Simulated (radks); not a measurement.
Fractional charge and spin in the 5s shell of xenon: the spin-up occupation runs from 0 to 1 and the spin-down occupation from 0 to 1; the fullest corner is Xe, [Kr] 4d10 5p6 5s(up 1, down 1). Method: scalar-relativistic Kohn-Sham, SCAN, spin-polarised, spherical densities, finite nucleus; meta-GGA in the generalised Kohn-Sham scheme; Fermi nuclear charge, rms radius of each element as measured or else 0.836 A^(1/3) + 0.57 fm; computed with a radial shooting solver on a logarithmic mesh with Libxc functionals. Energy (eV) minus the two flat planes that join the four corners (they meet along the diagonal where the two added fractions sum to one electron); zero is where a piecewise linear energy would lie.

down \ up,0,0.25,0.5,0.75,1
0,0.000,-0.973,-1.280,-0.942,0.000
0.25,-0.973,-1.175,-0.751,0.277,-0.866
0.5,-1.280,-0.751,0.374,-0.684,-1.161
0.75,-0.942,0.277,-0.684,-1.092,-0.875
1,0.000,-0.866,-1.161,-0.875,0.000

Corners above the fullest one (they belong to Xe+ and the next ion): (up 1, down 0) 25.035 eV, (up 0, down 1) 25.035 eV, (up 0, down 0) 61.314 eV. With half an added electron in each spin the energy lies 0.374 eV from the planes, and with half an added electron in spin up alone -1.280 eV. The planes are only a guide here: the flat-plane condition holds for ground states with one frontier orbital, while this shell lies below other occupied shells, so the corners above the fullest one are inner-hole states and not the ground states of those ions.
